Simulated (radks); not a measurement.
The numbers below are computed, except where a source is named.
Problem. In+, configuration [Kr] 4d6.5 5s0.5 5p5 (fractional occupations, a model configuration). Code: a radial shooting solver on a logarithmic mesh with Libxc functionals. Model: Dirac Kohn-Sham, BLYP, spin-unpolarised, spherical densities, finite nucleus; open shells fill j = l - 1/2 first; Fermi nuclear charge, rms radius 4.6156 fm.

Spin-orbit splittings of the eigenvalues, e(l+1/2) - e(l-1/2), with zeta = 2 splitting/(2l+1) and mean radii in bohr:

shell  occ.  splitting (eV)  zeta (eV)  <r> j=l-1/2  <r> j=l+1/2
2p        6               ?          ?       0.1084       0.1137
3p        6           38.14      25.43       0.3393       0.3504
3d       10           7.824      3.130       0.3220       0.3255
4p        6           7.087      4.725       0.8778       0.9046
4d      6.5           1.052     0.4210        1.057        1.067
5p        5          0.8463     0.5642        2.467        2.551

Estimate the 2p splitting.

Solution. 210.9 eV (zeta = 140.6 eV).
